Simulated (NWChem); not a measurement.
C$_{3}$H$_{7}$FSi; SMILES C[SiH2]/C=C\F

```xyz
12

C      0.2663    -2.5410     0.0000
Si    -0.4952    -0.8235     0.0000
C      0.8692     0.4658     0.0000
C      0.6503     1.7776     0.0000
F     -0.5800     2.2900     0.0000
H     -0.5151    -3.3163     0.0000
H      0.8949    -2.6926    -0.8914
H      0.8949    -2.6926     0.8914
H     -1.3625    -0.6450     1.2068
H     -1.3625    -0.6450    -1.2068
H      1.9221     0.1650     0.0000
H      1.4135     2.5642     0.0000
```
Atoms are numbered in this order, from 1.

Computed with NWChem. Pople sets run with spherical d functions. STO-3G and 3-21G are far too small for this property and stand as cheap habits. Coordinates come from a PBE0/def2-SVP optimisation. Not confirmed as a minimum by frequencies. Field at 589 nm.

### Question
Order these by “isotropic polarisability (bohr³)”, lowest first: B3LYP/def2-SVP; B3LYP/STO-3G; B3LYP/6-31G*.

### Answer
B3LYP/STO-3G (30.0), B3LYP/6-31G* (55.0), B3LYP/def2-SVP (58.3)
